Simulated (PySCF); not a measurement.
C₄H₈F₂Sn, singlet, at a GFN2-xTB geometry (such geometries of metal compounds can be far from the true shape) (all electrons, no relativity); PySCF with CASSCF(6,4)/STO-3G.

The PySCF input:
```python
from pyscf import gto, scf, mcscf
import numpy

mol = gto.M(
    atom='''
C    -2.806738   -0.414125   -1.206497
C    -1.857636   -1.109952   -0.627118
Sn   -0.024747   -0.114061    0.165700
F    -0.386646    1.795727   -0.429891
F    -0.354889   -0.115071    2.169077
C     2.248224   -0.191637    0.100495
C     2.806374    0.407965   -1.161122
H    -2.729235    0.651844   -1.351738
H    -3.715177   -0.884151   -1.561270
H    -1.897723   -2.173499   -0.452681
H     2.517785   -1.236643    0.231746
H     2.506912    0.380569    0.989401
H     2.446784    1.424417   -1.302614
H     3.894471    0.441448   -1.086838
H     2.545989   -0.180359   -2.038243
''',
    basis='sto-3g',
    charge=0,
    spin=0,
    verbose=4,
)

mf = scf.RHF(mol)
mf.kernel()
mc = mcscf.CASSCF(mf, 4, 6)
mc.fix_spin_(ss=0.0)
mc.conv_tol = 1e-5
mc.kernel()
occ = numpy.linalg.eigvalsh(mc.fcisolver.make_rdm1(mc.ci, mc.ncas, mc.nelecas))[::-1]
ss = mc.fcisolver.spin_square(mc.ci, mc.ncas, mc.nelecas)[0]
print('natural occupations', occ.round(4), ' <S^2>', round(ss, 4))
```

Question: Predict the main parts of the log of this PySCF run.

Answer: 
```
PySCF version 2.14.0

[INPUT] verbose = 4
[INPUT] num. atoms = 15
[INPUT] num. electrons = 100
[INPUT] charge = 0
[INPUT] spin (= nelec alpha-beta = 2S) = 0
[INPUT] symmetry False subgroup None
[INPUT] Mole.unit = angstrom
[INPUT] Symbol           X                Y                Z      unit          X                Y                Z       unit  Magmom
[...]
nuclear repulsion = 730.038187055747
number of shells = 37
number of NR pGTOs = 195
number of NR cGTOs = 65
basis = sto-3g
ecp = {}

******** <class 'pyscf.scf.hf.RHF'> ********
method = RHF
initial guess = minao
damping factor = 0
level_shift factor = 0
DIIS = <class 'pyscf.scf.diis.CDIIS'>
diis_start_cycle = 1
diis_space = 8
diis_damp = 0
SCF conv_tol = 1e-09
SCF conv_tol_grad = None
SCF max_cycles = 50
direct_scf = True
direct_scf_tol = 1e-13
Set gradient conv threshold to 3.16228e-05
Initial guess from minao.
init E= -6296.71008247203
[...]
cycle= 1 E= -6313.33648174494  delta_E= -16.6  |g|= 0.622  |ddm|= 4.52
[...]
cycle= 2 E= -6313.5850533487  delta_E= -0.249  |g|= 0.191  |ddm|= 1.58
[...]
cycle= 3 E= -6313.6018008696  delta_E= -0.0167  |g|= 0.0548  |ddm|= 0.357
[...]
cycle= 4 E= -6313.60420814327  delta_E= -0.00241  |g|= 0.0205  |ddm|= 0.151
[...]
cycle= 5 E= -6313.60445955023  delta_E= -0.000251  |g|= 0.00587  |ddm|= 0.0485
[...]
cycle= 6 E= -6313.60448801427  delta_E= -2.85e-05  |g|= 0.00218  |ddm|= 0.0168
[...]
cycle= 7 E= -6313.60449015376  delta_E= -2.14e-06  |g|= 0.000553  |ddm|= 0.00425
[...]
cycle= 8 E= -6313.60449038638  delta_E= -2.33e-07  |g|= 0.00018  |ddm|= 0.0015
[...]
cycle= 9 E= -6313.6044904119  delta_E= -2.55e-08  |g|= 2.97e-05  |ddm|= 0.00056
[...]
cycle= 10 E= -6313.60449041289  delta_E= -9.88e-10  |g|= 8.49e-06  |ddm|= 0.000107
[...]
Extra cycle  E= -6313.60449041298  delta_E= -9.37e-11  |g|= 4.48e-06  |ddm|= 2.04e-05
converged SCF energy = -6313.60449041298

******** <class 'pyscf.mcscf.mc1step.CASSCF'> ********
CAS (3e+3e, 4o), ncore = 47, nvir = 14
max_cycle_macro = 50
max_cycle_micro = 4
conv_tol = 1e-05
conv_tol_grad = None
orbital rotation max_stepsize = 0.02
orbital rotation threshold for CI restart = 0.01
augmented hessian ah_max_cycle = 30
augmented hessian ah_conv_tol = 1e-12
augmented hessian ah_linear dependence = 1e-14
augmented hessian ah_level shift = 1e-08
augmented hessian ah_start_tol = 2.5
augmented hessian ah_start_cycle = 3
augmented hessian ah_grad_trust_region = 3
kf_trust_region = 3
kf_interval = 4
ci_response_space = 4
ci_grad_trust_region = 3
[...]
CASCI E = -6313.60878227943  S^2 = 0.0000000
[...]
macro iter   5 (  7 JK    2 micro), CASSCF E = -6313.62233039022  dE = -2.96543321e-05  S^2 = 0.0000000
               |grad[o]|=0.00176  |grad[c]|=0.00123  |ddm|=0.00368  |maxRot[o]|=0.0681
macro iter   6 (  6 JK    1 micro), CASSCF E = -6313.62238097089  dE = -5.05806765e-05  S^2 = 0.0000000
               |grad[o]|=0.00154  |grad[c]|=0.00305  |ddm|=0.00304  |maxRot[o]|=0.0796
macro iter   7 (  6 JK    1 micro), CASSCF E = -6313.62244284833  dE = -6.18774375e-05  S^2 = 0.0000000
               |grad[o]|=0.00131  |grad[c]|=0.00323  |ddm|=0.0033  |maxRot[o]|=0.0796
macro iter   8 (  6 JK    1 micro), CASSCF E = -6313.62251971513  dE = -7.68667996e-05  S^2 = 0.0000000
               |grad[o]|=0.00117  |grad[c]|=0.00316  |ddm|=0.00355  |maxRot[o]|=0.0768
macro iter   9 (  6 JK    1 micro), CASSCF E = -6313.62259316631  dE = -7.34511814e-05  S^2 = 0.0000000
               |grad[o]|=0.00103  |grad[c]|=0.00251  |ddm|=0.0024  |maxRot[o]|=0.0797
macro iter  10 (  6 JK    1 micro), CASSCF E = -6313.62265971272  dE = -6.65464086e-05  S^2 = 0.0000000
               |grad[o]|=0.000904  |grad[c]|=0.00202  |ddm|=0.00223  |maxRot[o]|=0.0797
macro iter  11 (  6 JK    1 micro), CASSCF E = -6313.62271737795  dE = -5.76652301e-05  S^2 = 0.0000000
               |grad[o]|=0.000792  |grad[c]|=0.00172  |ddm|=0.00278  |maxRot[o]|=0.0797
macro iter  12 (  6 JK    1 micro), CASSCF E = -6313.62276306261  dE = -4.56846574e-05  S^2 = 0.0000000
               |grad[o]|=0.00064  |grad[c]|=0.00262  |ddm|=0.00312  |maxRot[o]|=0.0797
macro iter  13 (  6 JK    1 micro), CASSCF E = -6313.62279559215  dE = -3.25295450e-05  S^2 = 0.0000000
               |grad[o]|=0.000515  |grad[c]|=0.00512  |ddm|=0.00343  |maxRot[o]|=0.0796
macro iter  14 (  4 JK    1 micro), CASSCF E = -6313.62280580162  dE = -1.02094718e-05  S^2 = 0.0000000
               |grad[o]|=0.000371  |grad[c]|=0.00214  |ddm|=0.000802  |maxRot[o]|=0.0399
macro iter  15 (  1 JK    1 micro), CASSCF E = -6313.62280580178  dE = -1.56433089e-10  S^2 = 0.0000000
               |grad[o]|=0.000204  |grad[c]|=1.19e-05  |ddm|=1.56e-05  |maxRot[o]|=    0
1-step CASSCF converged in  15 macro (122 JK  26 micro) steps
CASSCF canonicalization
Density matrix diagonal elements [1.99730589 1.99281541 1.9667214  0.0431573 ]
CASSCF energy = -6313.62280580178
CASCI E = -6313.62280580178  E(CI) = -7.31146912315580  S^2 = 0.0000000
natural occupations [1.9998 1.9995 1.9578 0.0429]  <S^2> 0.0
```
